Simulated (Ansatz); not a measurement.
GeH4 (SMILES [GeH4]) at its CCSD(T)/cc-pVTZ minimum, average atomic masses, point group Td.
(charge 0, multiplicity 1):
```xyz
5

Ge     0.000     0.000     0.000
H     -0.618    -0.885    -1.100
H      0.575    -0.894     1.116
H     -1.086     0.922     0.589
H      1.129     0.858    -0.605
```

Cores are frozen in the correlated methods. Filled d and f shells under p-block atoms count as core.

The values were computed with Ansatz (Gaussian orbitals). 

Harmonic frequencies (cm⁻¹): 834 834 834 925 925 2159 2159 2159 2165.

Task: Work out the rotational constants, the zero-point energy, and the ideal-gas entropy and heat capacity at 298.15 K and 1 bar (rigid rotor, harmonic oscillator).

Result: 
Principal moments 6.388, 6.388, 6.388 u Å² give 16.8576/I = 2.639, 2.639, 2.639 cm⁻¹. Zero point: Σω/2 = 6496 cm⁻¹ = 18.57 kcal/mol. Translation R(1.5 ln M + 2.5 ln T − 1.1517) with M = 76.662 u: 162.98 J/(mol K). Rotation with σ = 12: q = 102.8, S = R(ln q + 3/2) = 50.99. Vibration, summed over R(u/(eᵘ − 1) − ln(1 − e⁻ᵘ)) with u = 1.43878ω/T: 3.35, of which the lowest mode gives 0.76. S° = 217.3 J/(mol K); C_p = 4R + 11.51 = 44.77 J/(mol K).

Ansatz is a program for electronic structure.
